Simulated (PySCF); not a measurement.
C2H4FNSi, SMILES F[C@@H]1N=C[SiH2]1.

Coordinates come from a TPSSh-D3(BJ)/def2-SVP optimisation. The structure was generated by enumeration; whether it is a known compound was not checked.

The numbers are results of TDDFT-B3LYP/def2-SVPD run with PySCF, not measurements.

Vertical excitations. 

Task: List the lowest excited states. (An estimate is asked for; the answer gives what the named calculation found.)

Result: 
```json
[
 {"state": "S1", "energy (eV)": "4.07", "λ (nm)": "304", "f": "0.001", "main pairs": "HOMO→LUMO 99 %"},
 {"state": "S2", "energy (eV)": "5.38", "λ (nm)": "230", "f": "0.002", "main pairs": "HOMO→LUMO+1 98 %"},
 {"state": "S3", "energy (eV)": "5.64", "λ (nm)": "220", "f": "0.008", "main pairs": "HOMO−1→LUMO 95 %"},
 {"state": "S4", "energy (eV)": "6.62", "λ (nm)": "187", "f": "0.009", "main pairs": "HOMO→LUMO+2 81 %, HOMO→LUMO+3 17 %"},
 {"state": "S5", "energy (eV)": "6.80", "λ (nm)": "182", "f": "0.009", "main pairs": "HOMO→LUMO+3 54 %, HOMO−1→LUMO+1 28 %, HOMO→LUMO+2 13 %"},
 {"state": "S6", "energy (eV)": "7.03", "λ (nm)": "176", "f": "0.034", "main pairs": "HOMO→LUMO+4 62 %, HOMO−1→LUMO+1 31 %"},
 {"state": "S7", "energy (eV)": "7.09", "λ (nm)": "175", "f": "0.027", "main pairs": "HOMO−1→LUMO+1 29 %, HOMO−2→LUMO 23 %, HOMO→LUMO+3 19 %, HOMO→LUMO+4 19 %"},
 {"state": "S8", "energy (eV)": "7.23", "λ (nm)": "171", "f": "0.083", "main pairs": "HOMO−2→LUMO 48 %, HOMO→LUMO+5 15 %, HOMO→LUMO+4 11 %"},
 {"state": "S9", "energy (eV)": "7.44", "λ (nm)": "167", "f": "0.003", "main pairs": "HOMO−3→LUMO 70 %, HOMO−4→LUMO 23 %"},
 {"state": "S10", "energy (eV)": "7.58", "λ (nm)": "164", "f": "0.002", "main pairs": "HOMO−2→LUMO+1 55 %, HOMO→LUMO+5 38 %"},
 {"state": "T1", "energy (eV)": "3.29", "λ (nm)": "377", "f": "0", "main pairs": "HOMO→LUMO 96 %"},
 {"state": "T2", "energy (eV)": "4.68", "λ (nm)": "265", "f": "0", "main pairs": "HOMO−2→LUMO 51 %, HOMO−1→LUMO 38 %"},
 {"state": "T3", "energy (eV)": "5.17", "λ (nm)": "240", "f": "0", "main pairs": "HOMO→LUMO+1 97 %"},
 {"state": "T4", "energy (eV)": "5.45", "λ (nm)": "228", "f": "0", "main pairs": "HOMO−1→LUMO 58 %, HOMO−2→LUMO 35 %"}
]
```
Triplets are in the Tamm–Dancoff approximation, which puts them higher than full response would, so one can lie above its singlet here.
